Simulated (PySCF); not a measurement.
## Interval between two levels of Br⁺ by level of theory

Br⁺ [Ar] 3d10 4s2 4p4 [3P2, M_J = 2] → Br⁺ [Ar] 3d10 4s1 4p5 [3P2, M_J = 2], as a difference of total energies. All numbers are calculated (PySCF 2.14, the two-component X2C-1e Hamiltonian, in x2c-TZVPall-2c (6s7p4d1f, 54 functions)). Correlated levels: [Ne] frozen. "Screened" scales the spin-orbit matrix elements by Boettger's factors to mimic the two-electron term; Breit and QED terms are absent.

Question: Order these methods by the interval between two levels they give, lowest first.
A. GMP2 (screened spin-orbit)
B. GHF (screened spin-orbit)
C. GHF (spin-free)
D. GMP2 (spin-free)

Answer: D (106870 cm⁻¹), A (107150 cm⁻¹), C (114570 cm⁻¹), B (114920 cm⁻¹).

The spin-free rows relax to the high-spin LS determinant and lack the spin-orbit shift.

Errors of the correlated levels include the incompleteness of this basis and the frozen core.

The labels give the starting determinants; with spin-orbit coupling the two ends relaxed to ⟨J²⟩ = 6.02, ⟨L²⟩ = 2.11, ⟨S²⟩ = 1.96 and ⟨J²⟩ = 6.02, ⟨L²⟩ = 2.01, ⟨S²⟩ = 2.02.

For comparison: 96433 cm⁻¹ (measured; NIST Handbook of Basic Atomic Spectroscopic Data (Sansonetti and Martin, J. Phys. Chem. Ref. Data 34, 1559 (2005))).
